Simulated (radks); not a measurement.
The numbers below are computed, except where a source is named.
Initial-state core-level shifts of the ytterbium ion Yb+ when its valence configuration changes from [Xe] 4f14 6s1. Code: a radial shooting solver on a logarithmic mesh with Libxc functionals. Model: scalar-relativistic Kohn-Sham, LDA (Slater exchange, Perdew-Wang correlation), spin-unpolarised, spherical densities, finite nucleus; Fermi nuclear charge, rms radius 5.3108 fm. Shifts are changes of the shell-averaged eigenvalues in eV (positive: less bound); the change of the density at the nucleus, which sets a Mossbauer isomer shift, is in e/bohr^3, on a base of 1.081e+06.

\begin{tabular}{lrrrrr}
valence & 2p & 4s & 4p & 5p & density at nucleus \\ \hline
4f13 6s2 & -9.387 & -9.900 & -9.775 & -5.525 & +109.6 \\
4f13 6s1 6p1 & -10.859 & -11.369 & -11.246 & -6.967 & +53.1 \\
4f13.5 6s1 6p0.5 & -5.176 & -5.429 & -5.376 & -3.432 & +24.4 \\
4f13 5d1 6s1 & -7.204 & -7.748 & -7.614 & -3.447 & +42.4 \\
4f14 6p1 & -1.476 & -1.468 & -1.472 & -1.510 & -49.7 \\
4f14 5d0.5 6s0.5 & +0.753 & +0.745 & +0.749 & +0.781 & -26.0 \\
4f13 5d1 6p1 & -8.624 & -9.169 & -9.037 & -4.858 & -12.5 \\
4f13.5 5d0.5 6s1 & -3.466 & -3.734 & -3.674 & -1.737 & +20.1 \\
4f14 5d1 & +1.402 & +1.389 & +1.398 & +1.464 & -50.4 \\
\end{tabular}
